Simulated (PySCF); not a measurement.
C₂H₅O₂, SMILES C(O)[CH]O, multiplicity 2. Atoms are numbered in the order given.

```xyz
9

O      1.4366    -0.0156    -0.3426
C      0.4828    -0.7385     0.3249
C     -0.9055    -0.3213    -0.0185
O     -1.1100     1.0679     0.1342
H      2.3170    -0.2964    -0.0641
H      0.7158    -1.7806     0.5799
H     -1.1501    -0.6387    -1.0627
H     -1.6161    -0.8463     0.6407
H     -0.3430     1.5019    -0.2650
```
Charge 0, spin multiplicity 2.

Geometry optimised at B3LYP-D3(BJ)/def2-SVP. The isomer is the one that the SMILES or the coordinates give; other isomers of the formula were not compared. The values are those of a single conformer.

Computed with PySCF with PBE/pcH-1.

Unrestricted Kohn–Sham, ⟨S²⟩ = 0.753. Hyperfine tensors hold the contact and dipolar terms, without spin-orbit corrections.

Computed hyperfine couplings:
```
nucleus    A(iso) (MHz)  A(iso) (G)  dipolar principal values (MHz)
---------  ------------  ----------  ------------------------------
17O no. 1         -10.9        -3.9               -64.9, 31.4, 33.5
13C no. 2         153.0        54.6             -72.8, -72.3, 145.1
13C no. 3         -25.8        -9.2                 -2.5, -2.0, 4.5
17O no. 4          -9.1        -3.3                  -6.4, 2.9, 3.5
1H no. 5           -5.5        -2.0               -13.4, -9.4, 22.8
1H no. 6          -26.9        -9.6               -32.0, -1.9, 33.9
1H no. 7          103.0        36.8                 -5.3, -2.1, 7.3
1H no. 8           16.2         5.8                -6.1, -4.0, 10.2
1H no. 9           -2.0        -0.7                 -4.6, -2.6, 7.2
```

### Question
And the g tensor (effective nuclear charges for spin-orbit coupling, GIAO)? (An estimate is asked for; the answer gives what the named calculation found.)

### Answer
principal values 2.0021, 2.0029, 2.0042; isotropic 2.0031.
